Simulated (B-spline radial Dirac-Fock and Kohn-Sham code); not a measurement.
## X-ray form factors of indium in several charge states

Level of theory: relativistic Hartree-Fock (Dirac-Fock) wave functions, averaged over the configuration; an atomic code on a B-spline grid.

Configurations: In [Kr] 4d10 5s2 5p1; In⁺ [Kr] 4d10 5s2; In³⁺ [Kr] 4d10; In⁴⁺ [Kr] 4d9; In⁵⁺ [Kr] 4d8. The first column is f₀ of In, the others are differences from it.

```tsv
s (Å⁻¹)	In	Δ In⁺	Δ In³⁺	Δ In⁴⁺	Δ In⁵⁺
0	49.000	-1.000	-3.000	-4.000	-5.000
0.05	47.969	-0.707	-2.432	-3.383	-4.341
0.1	45.517	-0.221	-1.304	-2.122	-2.963
0.15	42.594	+0.034	-0.401	-1.032	-1.706
0.2	39.639	+0.078	+0.071	-0.362	-0.851
0.25	36.778	+0.048	+0.224	-0.032	-0.344
0.3	34.063	+0.015	+0.211	+0.095	-0.071
0.35	31.540	-0.003	+0.139	+0.118	+0.060
0.4	29.248	-0.009	+0.064	+0.099	+0.110
0.45	27.208	-0.010	+0.007	+0.067	+0.117
0.5	25.423	-0.007	-0.028	+0.038	+0.103
0.6	22.550	-0.002	-0.046	+0.002	+0.057
0.7	20.407	0.000	-0.030	-0.010	+0.018
0.8	18.736	+0.001	-0.010	-0.009	-0.004
0.9	17.330	+0.001	+0.003	-0.006	-0.014
1	16.053	+0.001	+0.010	-0.003	-0.017
1.1	14.840	0.000	+0.010	-0.002	-0.016
1.2	13.670	0.000	+0.008	-0.002	-0.014
1.4	11.491	0.000	+0.002	-0.002	-0.009
1.6	9.637	0.000	-0.001	-0.002	-0.006
```

Values without a named source are computed, but for edge energies of neutral atoms, which are taken from tables.
